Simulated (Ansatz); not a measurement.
Consider the cleavage of the Ga–B bond: `[CH3][Ga]([CH3])[BH]Cl` + H₂Te → `[CH3][Ga]([CH3])[TeH]` + `BCl`.

Gas-phase electronic energies from Ansatz, PBE0-D4/def2-TZVP geometries. CCSD(T)/CBS adds triple-zeta CCSD(T) − MP2 to the extrapolated MP2 energy (def2 sets, frozen cores). This one scheme is used for every species. DFT in def2-TZVPP. B3LYP here is the variant with VWN-RPA as its local correlation; programs differ in this. HSE06 is defined as in plane-wave codes. Elements past krypton have def2 core potentials. For Ga, Te outer-core shells are correlated without core-valence functions, which leaves a few kJ/mol of doubt a bond. Scalar relativity is left out up to krypton. Each species was taken in one conformer, which may not be the lowest.

```tsv
level	ΔE (kJ/mol)	difference from CCSD(T)/CBS
LDA (SPW92)	-132.9	14.1
PBE-D4	-136.6	10.4
revPBE-D4	-135.4	11.6
BLYP-D4	-139.1	7.9
r2SCAN-D4	-143.7	3.3
B97M-V	-134.6	12.4
PBE0-D4	-142.8	4.2
B3LYP-D4	-144.1	2.9
r2SCANh-D4	-145.7	1.3
r2SCAN0-D4	-148.5	-1.5
HSE06-D4	-143.3	3.7
BHLYP-D4	-152.7	-5.7
CAM-B3LYP-D4	-141.2	5.8
ωB97X-V	-140.3	6.7
ωB97M-V	-142.0	5.0
B2PLYP	-147.1	-0.1
PBE-QIDH	-149.9	-2.9
revPBE	-134.4	12.6
BLYP	-136.7	10.3
r2SCAN	-143.7	3.3
PBE0	-141.5	5.5
B3LYP	-141.7	5.3
r2SCANh	-145.6	1.4
r2SCAN0	-148.3	-1.3
HSE06	-142.0	5.0
RPA@PBE/def2-TZVPP	-136.8	10.2
HF/def2-SVP	-157.9	-10.9
MP2/def2-SVP	-158.1	-11.1
CCSD/def2-SVP	-148.1	-1.1
CCSD(T)/def2-SVP	-148.2	-1.2
HF/def2-TZVPP	-157.0	-10.0
MP2/def2-TZVPP	-155.8	-8.8
SCS-MP2/def2-TZVPP	-151.2	-4.2
CCSD(T)/def2-TZVPP	-142.7	4.3
HF/def2-QZVPP	-156.7	-9.7
MP2/def2-QZVPP	-158.1	-11.1
SCS-MP2/def2-QZVPP	-153.4	-6.4
HF/CBS(def2)	-156.6	-9.6
MP2/CBS(def2)	-160.1	-13.1
CCSD/CBS(def2)	-146.8	0.2
CCSD(T)/CBS	-147.0	0
```

Largest T1 diagnostic among the species: 0.012.

From r2SCAN to r2SCAN0 (25 % exact exchange), in def2-TZVPP and without D4, ΔE moves by −4.6 kJ/mol. Leaving LDA and LC-ωPBE aside and taking each functional with its dispersion term where it has one, the values spread over 18.0 kJ/mol, from BHLYP-D4 to B97M-V.
